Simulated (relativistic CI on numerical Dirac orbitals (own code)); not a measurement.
# Cu²⁺: K-beta X-ray emission

Computed with this model: Dirac-Coulomb-Breit CI, separate exchange-only KLI orbitals for each configuration, QED by a radiative potential, multiplet model of X-ray emission after core ionisation, unscaled Slater integrals; configurations [Ar] 3d9 → 1s 2s2 2p6 3s2 3p6 3d9 → [Ne] 3s2 3p5 3d9; 300 K; Lorentzian 1.6 eV and Gaussian 1 eV FWHM. Energies are those of the free ion, without screening or charge transfer. S is read from ⟨S²⟩ = S(S + 1).

Field parameters in Wybourne normalisation: D3d B²₀ = −7Dσ, B⁴₀ = −14Dq − 21Dτ, B⁴₃ = −14√(10/7) Dq; D4h B²₀ = −7Ds, B⁴₀ = 21(Dq − Dt), B⁴₄ = 21√(5/14) Dq. The field is a parameter set, without covalency.

Peaks in eV (height, largest 100): 8891.2 (13), 8893.4 (31), 8900.6 (53), 8907.4 (100).

(1) Which surroundings give this spectrum?
A. D4h, 10Dq = 6350, Ds = -740, Dt = 670 cm⁻¹
B. D3d, 10Dq = 24000, Dσ = -850, Dτ = -310 cm⁻¹
C. D3d, 10Dq = 6600, Dσ = -160, Dτ = -440 cm⁻¹
D. D4h, 10Dq = 15950, Ds = 2130, Dt = 620 cm⁻¹

Results:

(1) B. D3d, 10Dq = 24000, Dσ = -850, Dτ = -310 cm⁻¹, where the ground state has S = 0.50.
